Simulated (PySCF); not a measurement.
**Telling isomers of C5H9N3OSi apart by NMR**

One conformer, no solvent, no relativistic terms, one averaged value for each set of equivalent atoms. Structure optimised with GFN2-xTB; shielding tensors at PBE0/pcSseg-1 (GIAO); PySCF 2.14.0 with density-fitted response routines.

Shifts are taken against calculated references (same method and geometry level): ¹H and ¹³C against TMS. Where no couplings were computed, multiplicities follow the n + 1 count of equivalent neighbours, and m marks all less simple cases (inequivalent or close neighbours, rings, F or P nearby). Shifts are as computed. Against solution values, carbons near 30 ppm lie about +3 ppm off and those near 130 ppm about +5 ppm. Of 1211 compounds with measured shifts, 218 miss one by over three times the rms of a fit or turn the order of signals round; such compounds aren't used in these exercises.

(1) Tabulate the signals of `Cc1ncnnc1CO[SiH3]`, `CC(=O)c1nn(C)nc1[SiH3]`, `CCc1nnc(C=O)n1[SiH3]`, `Cc1ncnnc1OC[SiH3]` and their relative energies.

(2) What is the quickest way to tell Cc1ncnnc1CO[SiH3] from Cc1ncnnc1OC[SiH3]?

(3) What is the quickest way to tell CC(=O)c1nn(C)nc1[SiH3] from CCc1nnc(C=O)n1[SiH3]?

(4) What is the quickest way to tell Cc1ncnnc1CO[SiH3] from CC(=O)c1nn(C)nc1[SiH3]?

Results:

(1) 
| SMILES | carbon types | δC | δH | E rel. (kcal/mol) |
| --- | --- | --- | --- | --- |
| Cc1ncnnc1CO[SiH3] | 2×C 1×CH 1×CH2 1×CH3 | 165.9, 164.3, 163.4, 71.2, 23.5 | 9.87 (s, 1H), 5.49 (s, 2H), 4.53 (s, 3H), 2.96 (s, 3H) | 15.4 |
| CC(=O)c1nn(C)nc1[SiH3] | 3×C 2×CH3 | 199.3, 158.6, 152.6, 41.7, 29.1 | 4.61 (s, 3H), 4.37 (s, 3H), 2.72 (s, 3H) | 12.3 |
| CCc1nnc(C=O)n1[SiH3] | 2×C 1×CH 1×CH2 1×CH3 | 189.2, 167.3, 164.5, 23.5, 17.2 | 9.96 (s, 1H), 5.17 (s, 3H), 3.18 (q, 2H), 1.31 (t, 3H) | 0.0 |
| Cc1ncnnc1OC[SiH3] | 2×C 1×CH 1×CH2 1×CH3 | 169.4, 158.0, 156.7, 58.5, 22.4 | 9.38 (s, 1H), 4.43 (m, 3H), 4.34 (m, 2H), 2.63 (s, 3H) | 32.2 |

Energies are electronic energies at PBE0/pcSseg-1 on these geometries, without zero-point or thermal terms, each for the one conformer computed, which needn't be the lowest.

(2) Both give the same number of carbon signals, with the same numbers of each carbon type, so the positions decide. The first has an sp3 CH2 bonded to O, on an aromatic ring at 71.2 ppm, the second an sp3 CH2 bonded to O and Si at 58.5 ppm. Their most deshielded carbons lie at 165.9 and 169.4 ppm. In the proton spectra the most deshielded non-exchanging signals are 9.87 (s, 1H) and 9.38 (s, 1H).

(3) Both give the same number of carbon signals, but DEPT or the intensities differ. The first has a ketone carbonyl carbon (C) at 199.3 ppm, the second an aldehyde carbonyl carbon (CH) at 189.2 ppm. In the proton spectra the most deshielded non-exchanging signals are 4.61 (s, 3H) and 9.96 (s, 1H).

(4) Both give the same number of carbon signals, but DEPT or the intensities differ. The first has an aromatic CH between two ring heteroatoms at 163.4 ppm, the second a ketone carbonyl carbon (C) at 199.3 ppm. Their most deshielded carbons lie at 165.9 and 199.3 ppm. In the proton spectra the most deshielded non-exchanging signals are 9.87 (s, 1H) and 4.61 (s, 3H).
